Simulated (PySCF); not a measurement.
Species: isobutaneboronic acid, C4H11BO2.
SMILES: `CC(C)CB(O)O`

A PySCF run (density fitting, gas phase, GFN2-xTB geometry) gave HOMO -7.03 eV, LUMO 0.77 eV, dipole 1.61 D and E = -333.528 Eh.

Question: Which of these levels was it?
A. PBE0/IGLO-II
B. OPBE/pcSseg-0
C. OPBE/3-21G
D. B97-D/pcseg-1
E. PBE0/pcSseg-1

Answer: B. It is OPBE/pcSseg-0. All candidates on this geometry:

| level and settings | kind | basis functions | SCF cycles | E (Eh) | HOMO (eV) | LUMO (eV) | dipole (D) |
| --- | --- | --- | --- | --- | --- | --- | --- |
| B97-D/pcseg-1 | GGA | 153 | 14 | -334.1666 | -6.99 | 0.33 | 1.25 |
| OPBE/pcSseg-0, level shift 0.1 Eh | GGA | 85 | 10 | -333.5283 | -7.03 | 0.77 | 1.61 |
| OPBE/3-21G, fitting basis def2-universal-jkfit | GGA | 85 | 11 | -332.4717 | -6.59 | 1.23 | 1.54 |
| PBE0/IGLO-II, energy threshold 1e-06 Eh | global hybrid | 220 | 7 | -334.1747 | -8.40 | 0.96 | 1.23 |
| PBE0/pcSseg-1 | global hybrid | 174 | 12 | -334.0442 | -8.42 | 1.08 | 1.28 |

The nearest other candidate, by the summed differences of HOMO and LUMO, is B97-D/pcseg-1: its HOMO differs by +0.04 eV and its LUMO by -0.44 eV. B97-D ran without the empirical dispersion term, which would shift the total energy alone. Cycle counts include a coarse-grid stage where the run had one.

Conformer computed: `[CH3:1][CH:2]([CH3:3])[CH2:4][B:5]([OH:6])[OH:7]`: C1–C2–C4–B5 -64°, C2–C4–B5–O6 135°, H–O6–B5–C4 -1°, H–O7–B5–C4 -179°.
